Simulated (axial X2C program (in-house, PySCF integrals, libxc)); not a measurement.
**Worked dissociation energy of CrCl⁺: CCSD, two-component**

Calculated with an in-house relativistic program for diatomic molecules. Two-component (2c) means X2C with spin–orbit coupling and atomic mean-field two-electron Coulomb and Gaunt terms. Basis: Cr dyall-cv3z [9s10p6d3f2g], Cl dyall-av3z [9s8p3d2f] (cores contracted in-house); Gaussian nuclei, density fitting, unrestricted open shells. Masses: Cr 51.941 u, Cl 34.969 u.

Molecular state: Ω = 2 (⟨Sz⟩ = 2.00, ⟨Lz⟩ = 0.00 at HF).

Correlated methods: 12 electrons correlated (number of frozen shells: Cr 3 s, 2 p; Cl 2 s, 1 p), 262 virtual spin orbitals or spinors in MP2, 90 natural virtuals in coupled cluster.

| Quantity | Value |
| --- | --- |
| E(Cr+) (2M_J = 5) | -1049.284326 hartree |
| E(Cl) (2M_J = 1) | -461.016206 hartree |
| E(CrCl⁺) at Re | -1510.380034 hartree |
| ωe | 494.0 cm⁻¹ |
| ωexe | 1.45 cm⁻¹ |

Q: Work out De and D0.

A: De = -1049.284326 + (-461.016206) − (-1510.380034) = 0.07950 hartree = 2.163 eV. The zero-point energy is ωe/2 − ωexe/4 = 247 cm⁻¹ = 0.031 eV, so D0 = 2.133 eV.

The state is a single determinant with fixed occupations, the lowest that a limited PBE0 search found. Dissociation energies refer to the lowest single-determinant-based atoms at the same level and basis. CCSD ran in a truncated set of natural virtual spinors with an MP2 remainder; without triples it tends to underbind. PBE0 can misorder states that lie within some tenths of an eV, so this need not be the ground state of the molecule. The nearest other spin-free determinant of the search, M_S = 2, Λ = 1, lies 0.14 eV up at the distance of the search. With several unpaired electrons one determinant need not be a pure state. A state of lower Ω lies just above, and one determinant can place such states too high, so the state shown need not be the lowest. The search has Ω = 1 only 0.12 eV up. Open-shell Ω = 0 determinants with evenly filled partner blocks cannot be reached by this program, so the Ω shown need not be the lowest component.

Each atomic determinant is the lowest at this level and need not be a pure J level. Totals compare only within one Hamiltonian and basis.
